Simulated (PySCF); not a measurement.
Ga(Me)2(SH) (C2H7GaS), SMILES [CH3][Ga]([CH3])[SH].

Geometry optimised at B3LYP-D3(BJ)/def2-SVP. The structure was generated by enumeration; whether it is a known compound was not checked. Other conformers were not sampled.

Level of theory: TDDFT-LC-ωPBE/def2-SVPD in PySCF.

Vertical excitations. Isolated molecule, no solvent.

Computed lowest excited states:
```csv
state,energy (eV),λ (nm),f,main pairs
S1,6.26,198,0.000,"HOMO−1→LUMO+1 58 %, HOMO−2→LUMO+1 38 %"
S2,6.39,194,0.055,HOMO→LUMO+1 88 %
S3,6.45,192,0.003,"HOMO−2→LUMO+1 48 %, HOMO−1→LUMO+1 32 %"
S4,6.62,187,0.025,"HOMO→LUMO+4 31 %, HOMO→LUMO 24 %, HOMO→LUMO+2 13 %, HOMO−2→LUMO+1 10 %"
S5,6.79,183,0.063,"HOMO→LUMO+4 46 %, HOMO→LUMO 34 %, HOMO→LUMO+2 7 %"
S6,7.51,165,0.201,HOMO−1→LUMO 76 %
S7,7.69,161,0.160,HOMO−2→LUMO 74 %
S8,8.12,153,0.288,"HOMO−1→LUMO+4 50 %, HOMO−2→LUMO+4 12 %"
S9,8.32,149,0.009,"HOMO→LUMO+2 54 %, HOMO→LUMO 17 %, HOMO→LUMO+6 16 %"
S10,8.60,144,0.000,HOMO→LUMO+3 74 %
T1,5.55,223,0,HOMO→LUMO+1 93 %
T2,5.87,211,0,"HOMO−1→LUMO+1 60 %, HOMO−2→LUMO+1 34 %"
T3,6.01,206,0,"HOMO−2→LUMO+1 43 %, HOMO→LUMO+4 27 %, HOMO−1→LUMO+1 18 %"
T4,6.09,204,0,"HOMO→LUMO 24 %, HOMO→LUMO+4 16 %, HOMO→LUMO+2 16 %, HOMO→LUMO+11 11 %"
```
Triplets are in the Tamm–Dancoff approximation, which puts them higher than full response would, so one can lie above its singlet here.
